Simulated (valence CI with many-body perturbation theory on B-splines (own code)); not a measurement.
## Sr VI: E2, E3, M1, M2 decay

Computed by relativistic CI+MBPT: five valence electrons over a frozen Dirac-Fock core [Ar] 3d10, radial functions for each j: 9 s, 9 p, 8 d, 6 f, 3 g, 1 h, with the one-electron correlation potential Σ1 (screened to all orders), the two-electron term Σ2, the three-electron term Σ3, Breit, model QED; selected single and double excitations, second order for the rest, scaled by the run's own slope (own B-spline code, finite nucleus).

Against 19 measured levels this calculation errs by 96 cm⁻¹ on average and by 213 at most. These come from a selection out of Sansonetti, J. Phys. Chem. Ref. Data 41, 013102 (2012). Levels without a partner in it may be off by more. Among the levels kept, up to 1100 cm⁻¹ of a level comes from second order outside the variational space, and about a tenth of that is noise between levels of different J, which matters for small intervals.

Lines 1 to 21 of 21 in falling wavelength, among levels below 357680 cm⁻¹, chosen from the decays that carry over 1 % of a level's rate. Wavelengths and rates use the calculated energies, so an error of 100 cm⁻¹ moves a line at 5421 Å by 0.54 % and its rate by three times that or more. Electric multipoles are in the length gauge, E1 and E2 with the static RPA response of the core. Weak lines are less certain than strong ones. Lines between different terms over intervals too small for the method are left out, as are lines whose strength nearly cancels. Branching is blank where the lifetime is uncertain.

Names give the largest LS component (configuration and term), which can be under half, so a name can repeat, a term be missing and a line seem to break the LS rules; names also repeat where a configuration has a term twice. Letters in brackets count levels of one name in rising energy.

| λ vac (Å) | λ from measured levels | Upper | Lower | Type | A (s⁻¹) | Branch % |
| --- | --- | --- | --- | --- | --- | --- |
| 29590 | 29480 | 4s²4p³ ²D°_5/2 | 4s²4p³ ²D°_3/2 | M1 | 3.54e-01 | 28.7 |
| 22460 |  | 4s²4p²4d ⁴F_9/2 | 4s²4p²4d ⁴F_7/2 | M1 | 2.11e+00 |  |
| 7010 |  | 4s²4p²4d ²G_9/2 | 4s²4p²4d ²F_7/2 [b] | M1 | 1.72e+00 | 2.4 |
| 5421 | 5436 | 4s²4p³ ²P°_1/2 | 4s²4p³ ²D°_3/2 | M1 | 1.49e+01 | 24.4 |
| 5421 | 5436 | 4s²4p³ ²P°_1/2 | 4s²4p³ ²D°_3/2 | E2 | 6.22e-01 | 1.0 |
| 4981 | 4990 | 4s²4p³ ²P°_3/2 | 4s²4p³ ²D°_5/2 | M1 | 1.93e+01 | 13.1 |
| 4933 | 4967 | 4s²4p³ ²D°_3/2 | 4s²4p³ ⁴S°_3/2 | M1 | 1.49e+01 | 99.8 |
| 4264 | 4268 | 4s²4p³ ²P°_3/2 | 4s²4p³ ²D°_3/2 | M1 | 5.48e+01 | 37.1 |
| 4228 | 4250 | 4s²4p³ ²D°_5/2 | 4s²4p³ ⁴S°_3/2 | M1 | 7.95e-01 | 64.4 |
| 4228 | 4250 | 4s²4p³ ²D°_5/2 | 4s²4p³ ⁴S°_3/2 | E2 | 8.53e-02 | 6.9 |
| 3984 |  | 4s²4p²4d ²G_9/2 | 4s²4p²4d ⁴F_9/2 | M1 | 2.51e+01 | 34.8 |
| 3384 |  | 4s²4p²4d ²G_9/2 | 4s²4p²4d ⁴F_7/2 | M1 | 1.65e+01 | 23.0 |
| 2583 | 2595 | 4s²4p³ ²P°_1/2 | 4s²4p³ ⁴S°_3/2 | M1 | 4.51e+01 | 74.1 |
| 2287 | 2295 | 4s²4p³ ²P°_3/2 | 4s²4p³ ⁴S°_3/2 | M1 | 7.07e+01 | 48.0 |
| 1792 |  | 4s²4p²4d ⁴F_9/2 | 4s4p⁴ ²D_5/2 | E2 | 3.95e-01 |  |
| 1236 |  | 4s²4p²4d ²G_9/2 | 4s4p⁴ ²D_5/2 | E2 | 1.65e+01 | 23.0 |
| 1079 |  | 4s²4p²4d ⁴F_9/2 | 4s4p⁴ ⁴P_5/2 | E2 | 2.06e+01 |  |
| 848.8 |  | 4s²4p²4d ²G_9/2 | 4s4p⁴ ⁴P_5/2 | E2 | 9.46e+00 | 13.1 |
| 450.4 |  | 4s²4p²4d ⁴F_9/2 | 4s²4p³ ²D°_5/2 | M2 | 1.05e+01 |  |
| 407.0 |  | 4s²4p²4d ⁴F_9/2 | 4s²4p³ ⁴S°_3/2 | E3 | 7.82e-01 |  |
| 404.6 |  | 4s²4p²4d ²G_9/2 | 4s²4p³ ²D°_5/2 | M2 | 7.74e-01 | 1.1 |
